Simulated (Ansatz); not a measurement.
# A geometry optimisation of GaGeH3N with B3LYP/6-31G*

The starting geometry of this gas-phase doublet was optimised with GFN2-xTB; its bonds are those of `[NH+]1=[Ge][GaH2-]1`.

```yaml
atoms:
  - { symbol: Ga, position_ang: [-0.3067, 2.2632, 0.0424] }
  - { symbol: Ge, position_ang: [-0.8299, 0.2765, 1.6121] }
  - { symbol: N, position_ang: [-1.7661, 1.0247, 0.3034] }
  - { symbol: H, position_ang: [-2.6828, 0.8162, -0.0766] }
  - { symbol: H, position_ang: [-0.5932, 3.7496, 0.4751] }
  - { symbol: H, position_ang: [0.5211, 2.0653, -1.2822] }
```

Q: Where would you expect an optimisation with B3LYP/6-31G* to take it?

A: A bond breaks, giving a structure given below by its coordinates. Contacts that open: Ga1–Ge2 (2.59 → 3.34 Å).

The energy falls by 0.47 eV over 21 steps:

| step | E − E(last) (eV) |
| --- | --- |
| 1 | 0.473 |
| 3 | 0.224 |
| 5 | 0.192 |
| 8 | 0.190 |
| 10 | 0.160 |
| 12 | 0.097 |
| 14 | 0.009 |
| 17 | 0.000 |
| 19 | 0.000 |
| 21 | 0.000 |

Final geometry (Å):

```xyz
6

Ga   -0.4457    2.4210   -0.2335
Ge   -1.8640    0.5659    2.1610
N    -1.4299    0.9620    0.3992
H    -1.7619    0.3147   -0.3153
H     0.0707    3.4242    0.8546
H    -0.2269    2.5079   -1.7917
```

The end wasn't checked by frequencies. Open shells are spin-unrestricted. Run with Ansatz 0.2.0, 97 s on 1 thread of Intel(R) Xeon(R) 6975P-C (Granite Rapids) (shared host).
